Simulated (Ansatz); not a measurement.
`N[Si](N)(N)Br` → `NN` + `N[Si]Br`  (silylene formation by 1,1-elimination)

Gas-phase electronic energies from Ansatz, PBE0-D4/def2-TZVP geometries. CCSD(T)/CBS is the MP2 limit (def2-TZVPP, def2-QZVPP) plus CCSD(T) − MP2 in def2-TZVPP, frozen cores. This one scheme is used for every species. Functionals use def2-TZVPP. HSE06 is defined as in plane-wave codes. For Br outer-core shells are correlated without core-valence functions, which leaves a few kJ/mol of doubt a bond. Scalar relativity is left out up to krypton. One conformer a species, not always the lowest.

Is it downhill or uphill in electronic energy at CCSD(T)/CBS, and by how much? (Estimate.)

Computed: Uphill: ΔE = +4.59 eV.

What do these levels give: revPBE-D4, r2SCAN, HSE06, CAM-B3LYP, HF/def2-QZVPP, MP2/def2-QZVPP? (An estimate is asked.)

Ansatz gave: revPBE-D4 4.19, r2SCAN 4.60, HSE06 4.34, CAM-B3LYP 4.40, HF/def2-QZVPP 4.51, MP2/def2-QZVPP 4.84 eV.

What do rigid-rotor, harmonic-oscillator terms from PBE0-D4/def2-TZVP frequencies (298.15 K, 1 bar) make of the CCSD(T)/CBS value? (Estimate.)

Ansatz gave: ΔZPE = 0.00 eV, ΔH = +4.60 eV, ΔS = 157 J/(mol·K), ΔG = +4.11 eV.

Largest T1 diagnostic among the species: 0.011.

At CCSD(T), def2-SVP lies −0.58 eV from the extrapolated value and def2-TZVPP −0.09 eV. The D4 term adds +0.22 eV with B3LYP and +0.12 eV with PBE0; it sums over pairs of atoms, weighted by their polarisabilities, and B3LYP, whose exchange is more repulsive, gets the larger term.

B3LYP here is the variant with VWN-RPA as its local correlation; programs differ in this.
